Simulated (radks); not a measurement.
Problem. All-electron atom: Re XXXIII in [Kr] 4d7. Method: scalar-relativistic Kohn-Sham, LB94 model potential, spin-polarised, spherical densities, finite nucleus; open shells are filled with parallel spins first (spin-orbit coupling, left out, can overturn this in heavy ions); Fermi nuclear charge, rms radius 5.3698 fm; computed with a radial shooting solver on a logarithmic mesh with Libxc functionals. Some entries of the table are withheld. Estimate them.

orbital  occ.  eigenvalue (eV)  <r> (bohr)  r(max) (bohr)
1s down     1        -73125.66     0.01802        0.01123
1s up       1        -73125.53     0.01802        0.01123
2s up       1        -13732.73     0.07611        0.06447
2s down     1        -13731.79     0.07610        0.06447
2p up       3        -12151.53     0.06822        0.05298
2p down     3        -12150.95     0.06821        0.05297
3s up       1        -4140.297      0.1961         0.1816
3s down     1        -4139.666      0.1962         0.1816
3p up       3        -3672.850      0.1961         0.1798
3p down     3        -3672.111      0.1962         0.1799
3d up       5        -3146.399      0.1773         0.1463
3d down     5        -3144.660      0.1774         0.1464
4s up       1              (1)      0.4105         0.3971
4s down     1              (2)      0.4102         0.3968
4p up       3        -1559.589      0.4261         0.4113
4p down     3        -1555.006      0.4258         0.4110
4d up       5        -1357.982      0.4298         0.4089
4d down     2        -1353.694      0.4294         0.4084

Solution. 
(1) 4s up eigenvalue (eV): -1726.223
(2) 4s down eigenvalue (eV): -1721.807
